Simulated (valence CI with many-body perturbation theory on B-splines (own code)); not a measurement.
**Ge16+: electric-dipole lines**

Calculated by valence CI with perturbative core correlation (CI+MBPT): six valence electrons over a frozen Dirac-Fock core [Ne], radial functions for each j: 9 s, 9 p, 8 d, 6 f, 3 g, 1 h, with the one-electron correlation potential Σ1 (screened to all orders), the two-electron term Σ2, the three-electron term Σ3, Breit, model QED; selected single and double excitations, second order for the rest, scaled by the run's own slope (own B-spline code, finite nucleus).

No measured levels were compared; by estimate levels of excited configurations hold to 0.05 to 0.15 % of their energy, terms of the ground configuration to about 0.5 %. Among the levels kept, up to 1400 cm⁻¹ of a level comes from second order outside the variational space, and about a tenth of that is noise between levels of different J, which matters for small intervals.

Lines 51 to 87 of 87 in falling wavelength, among levels below 803140 cm⁻¹, chosen from the strongest by gf and those to the six lowest levels. Wavelengths and rates use the calculated energies, so an error of 300 cm⁻¹ moves a line at 15.41 nm by 0.046 % and its rate by three times that or more. Electric multipoles are in the length gauge, E1 and E2 with the static RPA response of the core. Weak lines are less certain than strong ones. Lines between different terms over intervals too small for the method are left out, as are lines whose strength nearly cancels. The highest levels of a list are the least certain.

Names give the largest LS component (configuration and term), which can be under half, so a name can repeat, a term be missing and a line seem to break the LS rules; names also repeat where a configuration has a term twice. Letters in brackets count levels of one name in rising energy.

| λ vac (nm) | Upper | Lower | A (s⁻¹) | log gf | Branch % |
| --- | --- | --- | --- | --- | --- |
| 15.41 | 3s2 3p3 3d 3F°_3 [b] | 3s2 3p4 1D_2 | 9.53e+08 | -1.62 | 34.7 |
| 15.39 | 3s2 3p3 3d 1D°_2 | 3s2 3p4 3P_1 | 3.93e+08 | -2.16 | 12.3 |
| 15.32 | 3s2 3p3 3d 3F°_2 [b] | 3s2 3p4 1D_2 | 7.28e+08 | -1.89 | 7.1 |
| 15.29 | 3s2 3p3 3d 3D°_1 [b] | 3s2 3p4 3P_1 | 1.12e+08 | -2.93 | 1.8 |
| 15.25 | 3s2 3p3 3d 3G°_3 | 3s2 3p4 3P_2 | 8.79e+08 | -1.67 | 82.2 |
| 15.10 | 3s2 3p3 3d 3D°_1 [b] | 3s2 3p4 3P_0 | 3.78e+09 | -1.41 | 59.0 |
| 15.00 | 3s2 3p3 3d 3P°_0 | 3s2 3p4 3P_1 | 3.61e+08 | -2.91 | 100.0 |
| 14.98 | 3s2 3p3 3d 3D°_3 [b] | 3s2 3p4 1D_2 | 5.27e+08 | -1.91 | 17.7 |
| 14.95 | 3s2 3p3 3d 3P°_2 [a] | 3s2 3p4 1D_2 | 3.12e+09 | -1.28 | 8.6 |
| 14.94 | 3s2 3p3 3d 3P°_1 [a] | 3s2 3p4 3P_1 | 6.96e+08 | -2.16 | 5.2 |
| 14.76 | 3s2 3p3 3d 3P°_1 [a] | 3s2 3p4 3P_0 | 1.80e+05 | -5.75 | 0.0 |
| 14.75 | 3s2 3p3 3d 3D°_2 [b] | 3s2 3p4 3P_1 | 7.03e+08 | -1.94 | 59.8 |
| 14.60 | 3s2 3p3 3d 3F°_2 [b] | 3s2 3p4 3P_1 | 5.54e+09 | -1.05 | 54.0 |
| 14.46 | 3s2 3p3 3d 1D°_2 | 3s2 3p4 3P_2 | 1.72e+09 | -1.57 | 54.0 |
| 14.37 | 3s2 3p3 3d 3D°_1 [b] | 3s2 3p4 3P_2 | 6.81e+08 | -2.20 | 10.6 |
| 14.31 | 3s2 3p3 3d 3P°_1 [b] | 3s2 3p4 1D_2 | 8.48e+09 | -1.11 | 5.0 |
| 14.27 | 3s2 3p3 3d 3P°_2 [b] | 3s2 3p4 1D_2 | 4.55e+09 | -1.16 | 3.2 |
| 14.26 | 3s2 3p3 3d 3P°_2 [a] | 3s2 3p4 3P_1 | 4.23e+09 | -1.19 | 11.6 |
| 14.14 | 3s2 3p3 3d 3S°_1 | 3s2 3p4 1D_2 | 7.56e+10 | -0.17 | 53.0 |
| 14.07 | 3s2 3p3 3d 3P°_1 [a] | 3s2 3p4 3P_2 | 1.04e+10 | -1.04 | 78.0 |
| 14.05 | 3s2 3p3 3d 1F°_3 | 3s2 3p4 1D_2 | 1.27e+07 | -3.58 | 0.0 |
| 13.89 | 3s2 3p3 3d 3D°_2 [b] | 3s2 3p4 3P_2 | 4.06e+08 | -2.23 | 34.6 |
| 13.84 | 3s2 3p3 3d 3F°_3 [b] | 3s2 3p4 3P_2 | 1.79e+09 | -1.44 | 65.3 |
| 13.77 | 3s2 3p3 3d 3D°_3 [c] | 3s2 3p4 1D_2 | 3.54e+07 | -3.15 | 0.0 |
| 13.76 | 3s2 3p3 3d 3F°_2 [b] | 3s2 3p4 3P_2 | 3.99e+09 | -1.25 | 38.9 |
| 13.68 | 3s2 3p3 3d 3P°_1 [b] | 3s2 3p4 3P_1 | 3.33e+09 | -1.55 | 2.0 |
| 13.65 | 3s2 3p3 3d 3P°_2 [b] | 3s2 3p4 3P_1 | 1.30e+10 | -0.74 | 9.2 |
| 13.53 | 3s2 3p3 3d 3P°_1 [b] | 3s2 3p4 3P_0 | 1.02e+10 | -1.08 | 6.0 |
| 13.53 | 3s2 3p3 3d 3S°_1 | 3s2 3p4 3P_1 | 3.35e+10 | -0.56 | 23.5 |
| 13.49 | 3s2 3p3 3d 3D°_3 [b] | 3s2 3p4 3P_2 | 2.45e+09 | -1.33 | 82.3 |
| 13.47 | 3s2 3p3 3d 3P°_2 [a] | 3s2 3p4 3P_2 | 2.90e+10 | -0.40 | 79.8 |
| 13.38 | 3s2 3p3 3d 3S°_1 | 3s2 3p4 3P_0 | 2.39e+10 | -0.72 | 16.8 |
| 12.95 | 3s2 3p3 3d 3P°_1 [b] | 3s2 3p4 3P_2 | 1.47e+11 | 0.04 | 86.6 |
| 12.92 | 3s2 3p3 3d 3P°_2 [b] | 3s2 3p4 3P_2 | 1.24e+11 | 0.19 | 87.6 |
| 12.81 | 3s2 3p3 3d 3S°_1 | 3s2 3p4 3P_2 | 8.11e+09 | -1.22 | 5.7 |
| 12.73 | 3s2 3p3 3d 1F°_3 | 3s2 3p4 3P_2 | 3.97e+10 | -0.17 | 100.0 |
| 12.50 | 3s2 3p3 3d 3D°_3 [c] | 3s2 3p4 3P_2 | 1.54e+11 | 0.40 | 100.0 |
